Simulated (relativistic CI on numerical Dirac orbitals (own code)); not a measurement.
What each ingredient does to the levels of Cd45+

Base calculation: Dirac-Coulomb-Breit CI, KLI orbitals optimised for each configuration, model QED (radiative potential, 1s self-energy scaled to tabulated hydrogen-like ionisation energies), unscaled Slater integrals.

Configuration list (outside the closed core 1s2): 2s, 2p, 3s, 3p, 3d, 4s, 4p, 4d, 4f, 5s, 5p, 5d, 5f, 5g. Levels of other configurations are missing.

Variants: (1) valence Slater integrals scaled by 0.9; (2) one mean potential for all configurations; (3) non-relativistic limit. Shifts of the energy above 2s ²S1/2, in eV, for the lowest level and the first level of each name with at least 55 % of one term (blank where a level changes its place among those of its configuration and J or its character, or is not in the variant):

| Level | Base | Δ(1) | Δ(2) | Δ(3) |
| --- | --- | --- | --- | --- |
| 2s ²S1/2 | 0.00 | 0.00 | 0.00 | 0.00 |
| 2p ²P°1/2 | 102.39 | 0.00 | +0.14 | -13.27 |
| 2p ²P°3/2 | 326.09 | 0.00 | +0.10 | -236.97 |
| 3s ²S1/2 | 4273.61 | 0.00 | -0.05 | -184.40 |
| 3p ²P°1/2 | 4301.91 | 0.00 | -0.04 | -187.76 |
| 3p ²P°3/2 | 4368.32 | 0.00 | -0.03 | -254.17 |
| 3d ²D3/2 | 4377.74 | 0.00 | -0.06 | -253.23 |
| 3d ²D5/2 | 4398.20 | 0.00 | -0.06 | -273.69 |
| 4s ²S1/2 | 5748.36 | 0.00 | -0.06 | -238.75 |
| 4p ²P°1/2 | 5759.96 | 0.00 | -0.05 | -240.04 |
| 4p ²P°3/2 | 5787.90 | 0.00 | -0.05 | -267.97 |
| 4d ²D3/2 | 5791.83 | 0.00 | -0.06 | -267.63 |
| 4d ²D5/2 | 5800.48 | 0.00 | -0.06 | -276.28 |
| 4f ²F°5/2 | 5800.68 | 0.00 | -0.06 | -276.23 |
| 4f ²F°7/2 | 5804.95 | 0.00 | -0.06 | -280.50 |
| 5s ²S1/2 | 6424.44 | 0.00 | -0.06 | -259.77 |
| 5p ²P°1/2 | 6430.29 | 0.00 | -0.05 | -260.39 |
| 5p ²P°3/2 | 6444.55 | 0.00 | -0.05 | -274.65 |
| 5d ²D3/2 | 6446.56 | 0.00 | -0.06 | -274.48 |
| 5d ²D5/2 | 6450.99 | 0.00 | -0.06 | -278.91 |
| 5f ²F°5/2 | 6451.10 | 0.00 | -0.06 | -278.88 |
| 5g ²G7/2 | 6453.29 | 0.00 | -0.06 | -281.07 |

At this charge energies of transitions that change n are usually good to better than 1 %, and those within a shell (Δn = 0) to a few per cent.

Ionisation energy from the two ground configurations alone: base 7607.47 eV. The NIST ASD value (theoretical) is 7607.95 eV.
